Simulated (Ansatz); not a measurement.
System: GaF2, charge 0, doublet. GaF2 (SMILES [F][Ga][F], doublet).
B3LYP-D3(BJ)/def2-TZVP minimum from Ansatz (a quantum-chemistry and plane-wave program):
```xyz
3

Ga     0.3037     0.1198     0.0904
F     -0.6807     0.9328    -1.1359
F     -0.3656    -1.3455     0.8244
```
Charge 0, spin multiplicity 2.

Total energies in cc-pVDZ, 17 correlated electrons, 16 frozen orbitals. Open shells are spin-unrestricted; no spin-orbit coupling. Correlated methods leave the cores frozen (noble-gas shells, and filled d and f shells in the p block). No relativity. The spin of F2Ga ([F][Ga][F], doublet) was assumed, and the state is the lowest solution found for it.

| method | program | energy (Eh) | minus CCSDT(Q) (mEh) |
|---|---|---|---|
| HF | Ansatz | -2122.15920 | 438.09 |
| MP2 | Ansatz | -2122.58544 | 11.86 |
| CCSD | Ansatz | -2122.58770 | 9.59 |
| CCSD(T) | Ansatz | -2122.59548 | 1.82 |
| CCSDT(Q) | Ansatz | -2122.59729 | 0.00 |

Rough core times of Ansatz's runs on a shared machine: CCSD(T) under 20 s, CCSDT(Q) 90 s.
